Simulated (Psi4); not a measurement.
C2F4 (SMILES FC(F)=C(F)F), singlet, geometry from GFN2-xTB. Base run: MP2/def2-SVP in Psi4 1.11.

Psi4 was given this input:
```
memory 2 GB

molecule mol {
0 1
  C    -0.001053    0.002480    0.664375
  C     0.001053   -0.002480   -0.664375
  F     0.002738    1.101181    1.396572
  F    -0.007178   -1.090724    1.404739
  F     0.007178    1.090724   -1.404739
  F    -0.002738   -1.101181   -1.396572
}

set basis def2-svp
set reference rhf
set freeze_core true

energy('mp2')
print_variables()
```

Each row names what was changed in the base input (with any setting that the change needs).

| change | basis functions | E (Eh) | MP2 correlation (Eh) |
|---|---|---|---|
| base | 84 | -474.01620 | -0.98169 |
| basis = STO-3G | [?] | [?] | [?] |
| basis = 6-31G | 54 | -473.90853 | -0.65440 |
| basis = cc-pVDZ | 84 | [?] | [?] |
| basis = 6-31G* | 90 | -474.34059 | -0.92847 |
| basis = 6-31G** | 90 | -474.34059 | -0.92847 |
| basis = 6-31+G* | 114 | -474.37902 | -0.94696 |
| basis = aug-pcseg-1 | 138 | -474.31450 | -1.01114 |
| basis = pcseg-2 | [?] | [?] | [?] |
| basis = def2-TZVPP | 186 | -474.91601 | -1.28836 |
| basis = def2-TZVP | 186 | -474.91601 | -1.28836 |
| basis = def2-TZVPD | 234 | -474.92626 | -1.29672 |
| basis = aug-cc-pVTZ | [?] | [?] | [?] |

### Question
Complete the blanks.

### Answer

- basis = STO-3G, basis functions: 30
- basis = STO-3G, E (Eh): -467.07676
- basis = STO-3G, MP2 correlation (Eh): -0.17503
- basis = cc-pVDZ, E (Eh): -474.43054
- basis = cc-pVDZ, MP2 correlation (Eh): -0.99077
- basis = pcseg-2, basis functions: 180
- basis = pcseg-2, E (Eh): -474.86263
- basis = pcseg-2, MP2 correlation (Eh): -1.25968
- basis = aug-cc-pVTZ, basis functions: 276
- basis = aug-cc-pVTZ, E (Eh): -474.93538
- basis = aug-cc-pVTZ, MP2 correlation (Eh): -1.32720

Totals compare only among sets that treat the same electrons; sets with core potentials leave the core out.
